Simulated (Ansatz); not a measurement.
`[CH3][W](=[S])(=[S])[Cl]` and `[CH3][W]([OH])(=[S])=[S]` differ in one atom or group.

Ansatz, PBE0-D4/def2-TZVP geometries, multiplicity 1. Each molecule was computed in one conformer, which needn't be the lowest.

Elements past krypton have def2 core potentials.

```tsv
property	`[CH3][W](=[S])(=[S])[Cl]`
size of the dipole moment (PBE/def2-TZVPP) / D	2.06
HOMO–LUMO gap (PBE/def2-TZVPP) / eV	2.41
LUMO energy (ωB97M-V/def2-TZVPP) / eV	-1.19
HOMO energy (ωB97M-V/def2-TZVPP) / eV	-9.40
HOMO energy (B3LYP/def2-TZVPP) / eV	-7.19
HOMO–LUMO gap (ωB97M-V/def2-TZVPP) / eV	8.21
```

Question: What does the change do to each property? (Estimate.)

Answer: Computed: 
```csv
property,`[CH3][W]([OH])(=[S])=[S]`,shift
size of the dipole moment (PBE/def2-TZVPP) / D,3.04,0.98
HOMO–LUMO gap (PBE/def2-TZVPP) / eV,2.83,0.42
LUMO energy (ωB97M-V/def2-TZVPP) / eV,-0.53,0.66
HOMO energy (ωB97M-V/def2-TZVPP) / eV,-9.18,0.22
HOMO energy (B3LYP/def2-TZVPP) / eV,-6.95,0.24
HOMO–LUMO gap (ωB97M-V/def2-TZVPP) / eV,8.65,0.44
```

With PBE0 the HOMO rises by 0.23 eV and the LUMO rises by 0.68 eV, so the gap widens by about 0.45 eV. PBE moves the HOMO by 0.24 eV and ωB97M-V by 0.22 eV. The zero-point energy changes by 31.8 kJ/mol with +3 modes. Dipoles are sizes alone; their direction can turn.

B3LYP here is the variant with VWN-RPA as its local correlation; programs differ in this.
